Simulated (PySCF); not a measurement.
Two species compared at the same levels of theory.

First species: C₅H₈F₃NSi.
Bonds: C1–N2, N2–Si3, N2–C4, C4–C5, C5–C6 (triple), C6–C7, C7–F8, C7–F9, C7–F10. Hydrogens: H11, H12, H13 on C1; H14, H15, H16 on Si3; H17, H18 on C4.

Second species: C₆H₁₁NSi₂.
Geometry (GFN2-xTB, Å), atoms numbered from 1 in this order:
```xyz
20
C6H11NSi2 angstrom
N     -1.2862   -2.8978    1.6805
C     -1.4468   -2.2181    0.7740
C     -1.6196   -1.3256   -0.3427
C     -1.1020    0.0427    0.0189
C      0.1512    0.3822    0.3780
C      1.3776   -0.4285    0.4976
Si     2.3472   -0.4551   -1.1506
C      0.0800    1.8737    0.6088
Si    -1.7943    1.7875    0.1823
H     -2.6812   -1.2800   -0.5989
H     -1.0685   -1.7359   -1.1971
H      2.0184   -0.0120    1.2767
H      1.1282   -1.4525    0.7827
H      3.5496   -1.2685   -0.9741
H      1.4989   -1.0286   -2.1993
H      2.7085    0.9142   -1.5236
H      0.3450    2.1558    1.6271
H      0.7233    2.4374   -0.0658
H     -2.2105    2.4535   -1.0519
H     -2.7238    2.0664    1.2744
```

Levels: PBE0/pcSseg-1 for dipole moment, HOMO energy, LUMO energy and HOMO–LUMO gap; GFN2-xTB for rotational constant A and rotational constant C. Geometries: GFN2-xTB. Each species is one conformer at its optimised geometry, gas phase, non-relativistic unless stated; the electronic structure was computed with PySCF and density fitting.

The conformers computed, where there is a choice (atom-mapped SMILES and torsion angles):
- `[CH3:1][N:2]([SiH3:3])[CH2:4][C:5]#[C:6][C:7]([F:8])([F:9])[F:10]`: C1–N2–C4–C5 70°
- `[N:1]#[C:2][CH2:3][C:4]1=[C:5]([CH2:6][SiH3:7])[CH2:8][SiH2:9]1`: C2–C3–C4–C5 60°, C4–C5–C6–Si7 90°

```json
{"property": "dipole moment", "column X": "3.57 D", "column Y": "3.09 D"}
{"property": "HOMO energy", "column X": "-7.25 eV", "column Y": "-7.02 eV"}
{"property": "LUMO energy", "column X": "-0.43 eV", "column Y": "-0.27 eV"}
{"property": "HOMO–LUMO gap", "column X": "6.82 eV", "column Y": "6.75 eV"}
{"property": "rotational constant A", "column X": "1.152 GHz", "column Y": "2.163 GHz"}
{"property": "rotational constant C", "column X": "0.618 GHz", "column Y": "0.441 GHz"}
```

(1) Which column belongs to which species?

(2) How does each property change from the first species to the second?

Answers

(1) Column X is the second species and column Y the first. The first has 18 atoms and 86 electrons, the second 20 and 82.

(2) dipole moment +0.48 D; HOMO energy -0.23 eV; LUMO energy -0.16 eV; HOMO–LUMO gap +0.07 eV; rotational constant A -1.011 GHz; rotational constant C +0.177 GHz.

On the first: In atomic units the dipole is 1.21 e·bohr (1 au = 2.5417 D).

On the second: In atomic units the dipole is 1.41 e·bohr (1 au = 2.5417 D).
